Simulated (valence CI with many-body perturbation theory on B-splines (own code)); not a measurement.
Forbidden lines of Cs³²⁺

Level of theory: relativistic CI+MBPT: five valence electrons over a frozen Dirac-Fock core [Ar], radial functions for each j: 7 s, 7 p, 8 d, 6 f, 4 g, 1 h, with the one-electron correlation potential Σ1, the two-electron term Σ2, the three-electron term Σ3, Breit, model QED; selected CI, second order for the rest, scaled by the run's own slope (own B-spline code, finite nucleus).

No measured spectrum was set against this ion. As an estimate, large intervals hold to a few tenths of a per cent, small ones and those within an open d or f shell to about a per cent. Only levels of the ground parity were solved; by the run's estimate the other parity begins above the list, which can be wrong where configurations are misplaced.

Lines 1 to 50 of 120 in falling wavelength, among levels below 87.516 eV, chosen from the decays that carry over 1 % of a level's rate. Wavelengths and rates use the calculated energies. Electric multipoles are in the length gauge, E1 and E2 with the static RPA response of the core. Weak lines are less certain than strong ones. Lines between different terms over intervals too small for the method are left out, as are lines whose strength nearly cancels. Branching is blank where the lifetime is uncertain.

Levels are named by their leading jj configuration (3d3/2^4 stands for four electrons in 3d with j = 3/2), which in mixed levels can hold well under half, so a name can repeat and another be missing. Letters in brackets count levels of one name in rising energy.

| λ vac (Å) | Upper | Lower | Type | A (s⁻¹) | Branch % |
| --- | --- | --- | --- | --- | --- |
| 11560 | (3d3/2^3 3d5/2^2) J=11/2 | (3d3/2^3 3d5/2^2) J=7/2 [a] | E2 | 5.33e-08 |  |
| 5462 | (3d3/2^3 3d5/2^2) J=9/2 | (3d3/2^3 3d5/2^2) J=11/2 | M1 | 9.95e+01 | 22.2 |
| 3723 | (3d3/2^2 3d5/2^3) J=13/2 | (3d3/2^2 3d5/2^3) J=11/2 | M1 | 1.42e+02 | 2.8 |
| 3709 | (3d3/2^3 3d5/2^2) J=9/2 | (3d3/2^3 3d5/2^2) J=7/2 [a] | M1 | 3.48e+02 | 77.7 |
| 2767 | (3d3/2^3 3d5/2^2) J=1/2 | (3d3/2^3 3d5/2^2) J=3/2 [a] | M1 | 1.76e+03 | 99.9 |
| 2467 | (3d3/2^3 3d5/2^2) J=7/2 [b] | (3d3/2^3 3d5/2^2) J=5/2 [b] | M1 | 8.29e+02 | 13.6 |
| 2422 | (3d3/2^2 3d5/2^3) J=7/2 [b] | (3d3/2^2 3d5/2^3) J=5/2 [b] | M1 | 3.37e+02 | 1.9 |
| 2334 | (3d3/2^2 3d5/2^3) J=5/2 [b] | (3d3/2^3 3d5/2^2) J=3/2 [b] | M1 | 6.28e+02 | 1.2 |
| 1777 | (3d3/2^2 3d5/2^3) J=9/2 [b] | (3d3/2^2 3d5/2^3) J=9/2 [a] | M1 | 9.15e+02 | 1.3 |
| 1701 | (3d3/2^2 3d5/2^3) J=3/2 [a] | (3d3/2^2 3d5/2^3) J=5/2 [a] | M1 | 2.61e+03 | 2.7 |
| 1637 | (3d3/2^3 3d5/2^2) J=7/2 [a] | (3d3/2^3 3d5/2^2) J=5/2 [a] | M1 | 3.63e+03 | 26.3 |
| 1621 | (3d3/2^2 3d5/2^3) J=9/2 [a] | (3d3/2^3 3d5/2^2) J=7/2 [b] | M1 | 2.18e+03 | 9.2 |
| 1618 | (3d3/2^2 3d5/2^3) J=5/2 [c] | (3d3/2^2 3d5/2^3) J=3/2 [a] | M1 | 7.25e+02 | 1.0 |
| 1508 | (3d3/2^3 3d5/2^2) J=3/2 [a] | (3d3/2^3 3d5/2^2) J=5/2 [a] | M1 | 1.46e+03 | 2.7 |
| 1443 | (3d3/2^2 3d5/2^3) J=7/2 [b] | (3d3/2^2 3d5/2^3) J=9/2 [a] | M1 | 4.59e+02 | 2.6 |
| 1386 | (3d3/2^3 3d5/2^2) J=7/2 [b] | (3d3/2^3 3d5/2^2) J=7/2 [a] | M1 | 2.11e+03 | 34.6 |
| 1336 | (3d3/2^2 3d5/2^3) J=9/2 [c] | (3d3/2^2 3d5/2^3) J=7/2 [b] | M1 | 1.19e+03 |  |
| 1288 | (3d3/2^3 3d5/2^2) J=3/2 [b] | (3d3/2^3 3d5/2^2) J=1/2 | M1 | 7.73e+02 | 5.5 |
| 1269 | (3d3/2 3d5/2^4) J=7/2 [a] | (3d3/2^2 3d5/2^3) J=5/2 [c] | M1 | 3.30e+03 | 3.2 |
| 1222 | (3d3/2^2 3d5/2^3) J=3/2 [b] | (3d3/2^2 3d5/2^3) J=3/2 [a] | M1 | 3.02e+03 | 11.2 |
| 1214 | (3d3/2^2 3d5/2^3) J=7/2 [a] | (3d3/2^3 3d5/2^2) J=5/2 [b] | M1 | 5.03e+03 | 16.0 |
| 1149 | (3d3/2^2 3d5/2^3) J=7/2 [a] | (3d3/2^3 3d5/2^2) J=9/2 | M1 | 9.67e+03 | 30.7 |
| 1144 | (3d3/2^3 3d5/2^2) J=3/2 [b] | (3d3/2^3 3d5/2^2) J=5/2 [b] | M1 | 2.12e+03 | 15.1 |
| 1137 | (3d3/2^2 3d5/2^3) J=9/2 [c] | (3d3/2^2 3d5/2^3) J=9/2 [b] | M1 | 8.26e+03 |  |
| 1137 | (3d3/2^2 3d5/2^3) J=5/2 [a] | (3d3/2^3 3d5/2^2) J=7/2 [a] | M1 | 7.71e+03 | 11.2 |
| 1121 | (3d3/2^2 3d5/2^3) J=7/2 [b] | (3d3/2^2 3d5/2^3) J=7/2 [a] | M1 | 2.94e+03 | 16.9 |
| 1117 | (3d3/2^2 3d5/2^3) J=5/2 [c] | (3d3/2^3 3d5/2^2) J=3/2 [b] | M1 | 6.98e+03 | 9.9 |
| 1114 | (3d3/2^2 3d5/2^3) J=5/2 [b] | (3d3/2^3 3d5/2^2) J=7/2 [b] | M1 | 3.80e+03 | 7.0 |
| 1083 | (3d3/2^2 3d5/2^3) J=11/2 | (3d3/2^3 3d5/2^2) J=9/2 | M1 | 3.62e+03 |  |
| 1079 | (3d3/2^3 3d5/2^2) J=5/2 [b] | (3d3/2^3 3d5/2^2) J=5/2 [a] | M1 | 2.08e+04 | 91.1 |
| 1058 | (3d3/2^2 3d5/2^3) J=5/2 [c] | (3d3/2^2 3d5/2^3) J=7/2 [a] | M1 | 4.98e+03 | 7.1 |
| 1044 | (3d3/2^2 3d5/2^3) J=1/2 [a] | (3d3/2^3 3d5/2^2) J=1/2 | M1 | 2.08e+04 | 46.7 |
| 1031 | (3d3/2^3 3d5/2^2) J=5/2 [a] | (3d3/2^4 3d5/2) J=5/2 | M1 | 2.65e+04 | 100.0 |
| 1028 | (3d3/2 3d5/2^4) J=7/2 [a] | (3d3/2^2 3d5/2^3) J=9/2 [b] | M1 | 5.48e+03 | 5.3 |
| 1015 | (3d3/2 3d5/2^4) J=5/2 [a] | (3d3/2^2 3d5/2^3) J=3/2 [a] | M1 | 8.42e+03 | 5.6 |
| 989.5 | (3d3/2^2 3d5/2^3) J=1/2 [b] | (3d3/2^2 3d5/2^3) J=3/2 [a] | M1 | 4.89e+03 | 6.8 |
| 949.1 | (3d3/2^2 3d5/2^3) J=3/2 [a] | (3d3/2^3 3d5/2^2) J=1/2 | M1 | 2.58e+03 | 2.7 |
| 925.7 | (3d3/2 3d5/2^4) J=11/2 | (3d3/2^2 3d5/2^3) J=9/2 [b] | M1 | 5.15e+03 | 5.3 |
| 913.2 | (3d3/2^2 3d5/2^3) J=3/2 [b] | (3d3/2^3 3d5/2^2) J=3/2 [b] | M1 | 3.98e+02 | 1.5 |
| 903.8 | (3d3/2^2 3d5/2^3) J=11/2 | (3d3/2^3 3d5/2^2) J=11/2 | M1 | 2.17e+04 |  |
| 878.6 | (3d3/2^3 3d5/2^2) J=3/2 [b] | (3d3/2^3 3d5/2^2) J=3/2 [a] | M1 | 2.52e+03 | 17.9 |
| 877.2 | (3d3/2^2 3d5/2^3) J=7/2 [a] | (3d3/2^3 3d5/2^2) J=7/2 [a] | M1 | 9.94e+03 | 31.6 |
| 868.7 | (3d3/2^2 3d5/2^3) J=3/2 [a] | (3d3/2^3 3d5/2^2) J=5/2 [b] | M1 | 5.97e+03 | 6.1 |
| 847.8 | (3d3/2^2 3d5/2^3) J=9/2 [b] | (3d3/2^3 3d5/2^2) J=7/2 [b] | M1 | 4.79e+03 | 6.8 |
| 829.1 | (3d3/2^2 3d5/2^3) J=5/2 [c] | (3d3/2^2 3d5/2^3) J=5/2 [a] | M1 | 5.92e+03 | 8.4 |
| 798.7 | (3d3/2^2 3d5/2^3) J=9/2 [a] | (3d3/2^3 3d5/2^2) J=11/2 | M1 | 9.03e+03 | 38.0 |
| 797.1 | (3d3/2 3d5/2^4) J=7/2 [a] | (3d3/2^2 3d5/2^3) J=5/2 [b] | M1 | 1.59e+04 | 15.2 |
| 767.7 | (3d3/2^2 3d5/2^3) J=5/2 [b] | (3d3/2^3 3d5/2^2) J=5/2 [b] | M1 | 3.09e+04 | 56.5 |
| 763.3 | (3d3/2^2 3d5/2^3) J=7/2 [b] | (3d3/2^3 3d5/2^2) J=7/2 [b] | M1 | 2.82e+03 | 16.2 |
| 761.7 | (3d3/2 3d5/2^4) J=5/2 [a] | (3d3/2^2 3d5/2^3) J=7/2 [a] | M1 | 2.09e+04 | 13.8 |
